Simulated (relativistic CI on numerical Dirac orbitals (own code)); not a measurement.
**Fe3+ in a cubic cluster: 2p photoemission with charge transfer**

Computed with a charge-transfer multiplet model of a cubic metal-ligand cluster with up to one ligand hole, Slater and spin-orbit integrals from Dirac-Coulomb-Breit ions, Slater integrals scaled by 0.8. The ground state mixes d5 with configurations of k ligand holes L, whose averages lie at kΔ + k(k − 1)U_dd/2; a core hole lowers each added d electron by U_cd. 300 K, Lorentzian 0.6 eV and Gaussian 0.8 eV FWHM.

Atomic integrals in eV (Slater integrals scaled, ζ unscaled), ground: F2dd 9.587, F4dd 5.993, zeta_d 0.056; with the core hole: F2dd 10.973, F4dd 6.899, zeta_d 0.083, zeta_core 8.126, F2cd 6.510, G1cd 4.989, G3cd 2.838.

Cluster parameters (eV): Δ = 2.1, U_dd = 6.3, U_cd = 8.1, 10Dq(ligand) = 0.3, V(eg) = 1.85, V(t2g) = -0.88, final-state hopping factor = 0.9.

```
          Case   n_d    d5   d6L     S
10Dq = 0.25 eV  5.20  0.80  0.20  2.50
10Dq = 1.15 eV  5.19  0.81  0.19  2.50
10Dq = 2.05 eV  5.18  0.82  0.18  2.50
```

Weights, n_d and S are thermal averages at 300 K. Binding energies count from the first peak over 30 % of the highest in each spectrum, which can be another peak from case to case. The parameters are a model scan and need not match a compound or its usual spin state. Peaks in eV (height, largest 100):
- 10Dq = 0.25 eV: 0.0 (100), 1.5 (84), 4.2 (25), 6.3 (57), 7.6 (45), 14.0 (53), 15.2 (48), 20.5 (25), 21.9 (27)
- 10Dq = 1.15 eV: 0.0 (100), 1.6 (93), 6.3 (59), 7.6 (48), 14.1 (54), 15.3 (51), 20.5 (26), 21.9 (28)
- 10Dq = 2.05 eV: 0.0 (100), 1.5 (97), 6.5 (63), 7.7 (52), 14.0 (53), 15.3 (57), 20.6 (28), 22.0 (29)

Curve for 10Dq = 0.25 eV (points under 2 left out, the grid thinned):

```tsv
E (eV)	Intensity
-3.6	2.0
-2.9	2.9
-2.2	4.7
-1.5	9.7
-0.8	35.4
-0.1	98.1
0.5	81.5
1.2	81.9
1.9	78.2
2.6	47.1
3.3	27.5
4.0	24.6
4.7	22.3
5.4	24.7
6.1	53.0
6.8	47.8
7.5	44.8
8.1	37.3
8.8	29.7
9.5	18.0
10.2	10.1
10.9	7.6
11.6	8.6
12.3	16.1
13.0	26.5
13.7	48.0
14.4	48.3
15.1	47.6
15.7	40.9
16.4	20.9
17.1	16.8
17.8	11.4
18.5	9.0
19.2	11.0
19.9	16.7
20.6	24.2
21.3	19.3
22.0	26.3
22.7	12.1
23.3	5.1
24.0	2.7
24.7	2.6
25.4	3.9
26.1	3.6
26.8	2.1
```

For the case 10Dq = 1.15 eV, Δ = 2.1 eV is smaller than U_dd = 6.3 eV, the charge-transfer side of the Zaanen-Sawatzky-Allen scheme. With the core hole the average of the configuration with one ligand hole lies at Δ − U_cd = -6.0 eV before mixing: it lies below the unscreened one, so the lowest final states are mostly screened and the unscreened weight appears at higher binding energy as a satellite.

With at most 1 ligand hole the space is cut while the next configuration still counts, so covalency is underestimated, and a final configuration with one more ligand hole, which can lie low, is missing from the spectra.
